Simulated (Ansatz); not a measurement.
OZr (SMILES [O]=[Zr]), singlet, at a GFN2-xTB geometry (such geometries of metal compounds can be far from the true shape) (core potentials on Zr), with bond 1-2 at 1.4 times its length; SC-NEVPT2/def2-SVP, CASSCF(2,4) in Ansatz (an electronic-structure program).

Ansatz was given this input:
Ansatz 0.2 input:
```yaml
crystal:
  periodic: [false, false, false]
  atoms:
    - {symbol: Zr, position_ang: [0.00000000, 0.00000000, -0.99268973]}
    - {symbol: O, position_ang: [0.00000000, 0.00000000, 1.45983784]}
basis:
  gaussian:
    orbitals: def2-SVP
magnetization: {spin_polarized: false}
correlation: {method: sc_nevpt2, electrons: all, active_space: {window: {electrons: 2, orbitals: 4}}}
```

Output, abridged:

```
Functional definition: HF
456 factors; integrals over basis functions are off by at most 4.9e-4 eV
mean field evaluation 1: about -3278.1966 eV, gradient 6.7e1 eV
mean field evaluation 2: about -3278.1990 eV, gradient 6.7e1 eV
mean field evaluation 4: about -3287.7960 eV, gradient 3.7e1 eV
mean field evaluation 8: about -3293.8152 eV, gradient 1.5e0 eV
mean field evaluation 16: about -3294.1325 eV, gradient 2.5e0 eV
mean field evaluation 32: about -3293.7463 eV, gradient 1.9e-1 eV
mean field evaluation 64: about -3293.7563 eV, gradient 4.3e-1 eV
mean field evaluation 96: about -3292.6102 eV, gradient 1.5e1 eV
mean field evaluation 128: about -3291.0058 eV, gradient 1.5e0 eV
mean field evaluation 160: about -3293.7961 eV, gradient 1.9e0 eV
mean field evaluation 192: about -3293.9305 eV, gradient 1.5e0 eV
mean field -3294.21336573 eV, -121.0601082924 hartree, gradient 2.6e-6 eV, S^2 0.000000; 14 other end points of the search recorded, 0 dependent functions left out; unrestricted orbitals would lower it
reference -3294.21336573 eV, -121.0601082924 hartree; 10, 10 occupied and 35, 35 virtual orbitals, 456 factors
state -3297.19911390 eV, -121.1698325140 hartree
state -3297.19911390 eV, -121.1698325140 hartree; corrected -3306.26437735 eV, -121.5029748013 hartree
state -3297.19550159 eV, -121.1696997641 hartree
state -3297.19550159 eV, -121.1696997641 hartree; corrected -3306.39157585 eV, -121.5076492596 hartree
state -3297.19550159 eV, -121.1696997641 hartree; corrected -3306.39157585 eV, -121.5076492596 hartree
state -3296.62567828 eV, -121.1487591438 hartree
state -3296.62567828 eV, -121.1487591438 hartree; corrected -3305.11422663 eV, -121.4607075416 hartree
state -3297.19550159 eV, -121.1696997641 hartree; corrected -3306.39157585 eV, -121.5076492596 hartree
WARN: 1 active orbitals are nearly empty or full. The corrections depend on them more than the energy does, and are more stable in an active space without them
WARN: the results are in doubt because another end's mean lies 0.004 eV lower, and its corrected mean 0.127 eV higher
Total energy: -3306.39157585 eV, -121.5076492596 hartree
In doubt: another end's mean lies 0.004 eV lower, and its corrected mean 0.127 eV higher
```
